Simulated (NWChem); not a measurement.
System: C2H3FO2Si; SMILES FC=C1O[SiH2]O1

The following NWChem deck was run.

```
start job
memory heap 200 mb stack 700 mb global 900 mb
geometry units angstroms noautoz
  F     -0.392926     2.602594     0.000000
  C      0.552410     1.660811     0.000000
  C      0.243714     0.365168     0.000000
  O     -0.997763    -0.218627     0.000000
  Si    -0.209534    -1.730019     0.000000
  O      1.136458    -0.682120     0.000000
  H      1.584548     2.011082     0.000000
  H     -0.384105    -2.537915     1.231106
  H     -0.384105    -2.537915    -1.231106
end
basis spherical
  * library def2-svp
end
dft
  xc xpbe96 cpbe96
  iterations 150
  mulliken
end
task dft energy
```

Parts of the log:

```
             Northwest Computational Chemistry Package (NWChem) 7.3.0
             --------------------------------------------------------

 CS  symmetry detected

                             Geometry "geometry" -> ""
                             -------------------------

 Output coordinates in angstroms (scale by  1.889725989 to convert to a.u.)

  No.       Tag          Charge          X              Y              Z
 ---- ---------------- ---------- -------------- -------------- --------------
    1 F                    9.0000    -0.38698279     2.58399820     0.00000000
    2 C                    6.0000     0.55460707     1.63846982     0.00000000
    3 C                    6.0000     0.24077005     0.34406249     0.00000000
    4 O                    8.0000    -1.00301471    -0.23479949     0.00000000
    5 Si                  14.0000    -0.22079185    -1.74930869     0.00000000
    6 O                    8.0000     1.12934949    -0.70676127     0.00000000
    7 H                    1.0000     1.58812744     1.98464068     0.00000000
    8 H                    1.0000    -0.39856866    -2.55650531     1.23110600
    9 H                    1.0000    -0.39856866    -2.55650531    -1.23110600

 Effective nuclear repulsion energy (a.u.)     296.7470893769

      Symmetry information
      --------------------

 Group name             Cs
 Group number              2
 Group order               2
 No. of unique centers     8

  pbe96 is a nonlocal functional; adding pw91lda local functional.

                                 NWChem DFT Module
                                 -----------------

 Summary of "ao basis" -> "ao basis" (spherical)
 ------------------------------------------------------------------------------
       Tag                 Description            Shells   Functions and Types
 ---------------- ------------------------------  ------  ---------------------
 F                          def2-svp                 6       14   3s2p1d
 C                          def2-svp                 6       14   3s2p1d
 O                          def2-svp                 6       14   3s2p1d
 Si                         def2-svp                 8       18   4s3p1d
 H                          def2-svp                 3        5   2s1p

      Symmetry analysis of basis
      --------------------------

        a'         72
        a"         31

            General Information
            -------------------
          SCF calculation type: DFT
          Wavefunction type:  closed shell.
          No. of atoms     :     9
          No. of electrons :    54
           Alpha electrons :    27
            Beta electrons :    27
          Charge           :     0
          Spin multiplicity:     1
          Use of symmetry is: on ; symmetry adaption is: on
          Maximum number of iterations: 150
          AO basis - number of functions:   103
                     number of shells:    47
          Convergence on energy requested:  1.00D-06
          Convergence on density requested:  1.00D-05
          Convergence on gradient requested:  5.00D-04

              XC Information
              --------------
          PerdewBurkeErnzerhof Exchange Functional  1.000
            Perdew 1991 LDA Correlation Functional  1.000 local
           PerdewBurkeErnz. Correlation Functional  1.000 non-local

             Grid Information
             ----------------
          Grid used for XC integration:  medium
          Radial quadrature: Mura-Knowles
          Angular quadrature: Lebedev.
          Tag              B.-S. Rad. Rad. Pts. Rad. Cut. Ang. Pts.
          ---              ---------- --------- --------- ---------
          F                   0.50       49          13.0       434
          C                   0.70       49          11.0       434
          O                   0.60       49          10.0       434
          Si                  1.10       88          11.0       590
          H                   0.35       45          12.0       434
          Grid pruning is: on
          Number of quadrature shells:   423
          Spatial weights used:  Erf1

      Superposition of Atomic Density Guess
      -------------------------------------

 Sum of atomic energies:        -614.16082153

      Non-variational initial energy
      ------------------------------

 Total energy =    -616.775269
 1-e energy   =   -1438.646841
 2-e energy   =     525.124482
 HOMO         =      -0.215562
 LUMO         =       0.019916

      Symmetry analysis of molecular orbitals - initial
      -------------------------------------------------

  Numbering of irreducible representations:

     1 a'          2 a"

  Orbital symmetries:

     1 a'          2 a'          3 a'          4 a'          5 a'
     6 a'          7 a'          8 a'          9 a"         10 a'
    11 a'         12 a'         13 a'         14 a'         15 a'
    16 a'         17 a'         18 a'         19 a"         20 a'
    21 a"         22 a'         23 a"         24 a'         25 a'
    26 a"         27 a"         28 a'         29 a'         30 a"
    31 a'         32 a'         33 a'         34 a"         35 a'
    36 a'         37 a'

     ---------------------------------------------
      Total Density - Mulliken Population Analysis
     ---------------------------------------------

    Atom       Charge   Shell Charges
 -----------   ------   -------------------------------------------------------
    1 F    9     9.38   1.99  1.14  0.77  3.44  2.04  0.01
    2 C    6     5.86   1.99  0.91  0.27  1.83  0.79  0.06
    3 C    6     5.32   1.99  0.90  0.14  1.62  0.57  0.10
    4 O    8     8.75   1.99  1.11  0.72  3.02  1.91  0.01
    5 Si  14    12.85   2.00  1.99  0.92  0.24  5.93  0.90  0.61  0.25
    6 O    8     8.75   1.99  1.10  0.72  3.01  1.91  0.01
    7 H    1     0.93   0.68  0.23  0.03
    8 H    1     1.09   0.69  0.38  0.01
    9 H    1     1.09   0.69  0.38  0.01

[...]
```

Level: PBE/def2-SVP. The geometry was optimised at PBE0/def2-SVP.
